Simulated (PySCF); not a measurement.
## Radial density of Ni⁺ (nickel, charge +1)

UHF, [Ar] 3d8 4s1, high-spin 4F determinant (an excited configuration). Computed with PySCF 2.14 in aug-cc-pVDZ-DK (7s6p4d2f, 59 functions), with the spin-free X2C one-electron Hamiltonian (Gaussian nucleus).

| r (bohr) | 4πr²ρ (e/bohr) | 4πr²(ρα − ρβ) |
| --- | --- | --- |
| 0.000960 | 0.2573 | 0.0001 |
| 0.00161 | 0.6446 | 0.0003 |
| 0.00271 | 1.580 | 0.0006 |
| 0.00457 | 3.738 | 0.0015 |
| 0.00768 | 8.323 | 0.0033 |
| 0.0129 | 16.65 | 0.0064 |
| 0.0217 | 27.69 | 0.0098 |
| 0.0365 | 34.05 | 0.0089 |
| 0.0615 | 29.02 | 0.0038 |
| 0.103 | 28.93 | 0.0341 |
| 0.174 | 38.51 | 0.1997 |
| 0.293 | 22.28 | 0.7970 |
| 0.492 | 18.09 | 1.9569 |
| 0.828 | 16.90 | 1.8133 |
| 1.39 | 4.446 | 0.8623 |
| 2.34 | 0.8865 | 0.5367 |
| 3.94 | 0.1464 | 0.1400 |
| 6.63 | 0.002375 | 0.0023 |
| 11.1 | 2.565e-05 | 0.0000 |

Densities and radii are taken from the X2C orbitals without a picture-change correction, which distorts them close to the nucleus.
